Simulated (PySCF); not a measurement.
A side-by-side comparison of computed properties.

First species: C2H7NSeSi2.
SMILES: `N#CC[SiH2][Se][SiH3]`

Second species: CH7GeNOSi.
Z-matrix (Å and degrees, PBE0-D3(BJ)/def2-SVP geometry), rows numbered from 1:
```
O 
C   1  1.2114
N   2  1.3676  1  123.17
Si  3  1.7644  2  124.12  1  -179.93
Ge  3  1.8898  2  111.82  1     0.19
H   2  1.1156  1  122.04  3  -179.92
H   4  1.4917  3  110.45  2  -120.05
H   4  1.4918  3  110.50  2   119.63
H   4  1.4918  3  106.92  2    -0.21
H   5  1.5308  3  109.49  2   -62.66
H   5  1.5307  3  109.51  2    61.98
H   5  1.5415  3  102.53  2   179.69
```

Levels: CAM-B3LYP/def2-SVPD for dipole moment, HOMO energy, LUMO energy, HOMO–LUMO gap, static isotropic polarisability and electronic spatial extent ⟨r²⟩ about the centre of nuclear charge; TDDFT CAM-B3LYP/def2-SVPD for lowest singlet excitation; TDA CAM-B3LYP/def2-SVPD for lowest triplet excitation (Tamm–Dancoff); ΔSCF CAM-B3LYP/def2-SVPD for vertical ionisation energy; PBE0-D3(BJ)/def2-SVP for rotational constant A and rotational constant C. Geometries: PBE0-D3(BJ)/def2-SVP. All species are isolated and taken at one optimised geometry, non-relativistic unless stated. Electronic properties by PySCF.

Dipoles, sizes and rotational constants follow the conformer. The torsions of the flexible species, by atom-mapped SMILES:
- `[N:1]#[C:2][CH2:3][SiH2:4][Se:5][SiH3:6]`: C2–C3–Si4–Se5 63°, C3–Si4–Se5–Si6 -77°
- `[O:1]=[CH:2][N:3]([SiH3:4])[GeH3:5]`: O1–C2–N3–Si4 180°

```csv
property,column X,column Y
dipole moment,2.96 D,2.86 D
HOMO energy,-8.45 eV,-9.34 eV
LUMO energy,0.33 eV,0.71 eV
HOMO–LUMO gap,8.78 eV,10.05 eV
lowest singlet excitation,5.55 eV,5.59 eV
lowest triplet excitation (Tamm–Dancoff),5.16 eV,5.08 eV
static isotropic polarisability,108.1 au,80.0 au
vertical ionisation energy,9.21 eV,9.98 eV
electronic spatial extent ⟨r²⟩ about the centre of nuclear charge,1400 bohr²,937 bohr²
rotational constant A,1.894 GHz,3.057 GHz
rotational constant C,0.808 GHz,1.211 GHz
```

Problem. Which column belongs to which species?

Solution. Column X is the first species and column Y the second. The first has 13 atoms and 88 electrons, the second 12 and 74.

Problem. How does each property change from the first species to the second?

Solution. dipole moment -0.10 D; HOMO energy -0.89 eV; LUMO energy +0.38 eV; HOMO–LUMO gap +1.27 eV; lowest singlet excitation +0.04 eV; lowest triplet excitation (Tamm–Dancoff) -0.08 eV; static isotropic polarisability -28.1 au; vertical ionisation energy +0.77 eV; electronic spatial extent ⟨r²⟩ about the centre of nuclear charge -463 bohr²; rotational constant A +1.163 GHz; rotational constant C +0.403 GHz.

On the first: A dipole of 2.96 D is allowed in C1, and pure rotational transitions are dipole-allowed. The principal polarisabilities are 89.1, 109.0 and 126.3 au; their mean is the isotropic value. The calculation is non-relativistic and has no spin–orbit coupling, an omission that weighs most on selenium.

On the second: In wavenumbers S1 is 45100 cm⁻¹ (1 eV = 8065.54 cm⁻¹). The vertical singlet–triplet gap S1 − T1 is 0.51 eV (TDDFT singlet less Tamm–Dancoff triplet). Relativistic effects, spin–orbit coupling among them, are left out although an element past zinc is present.
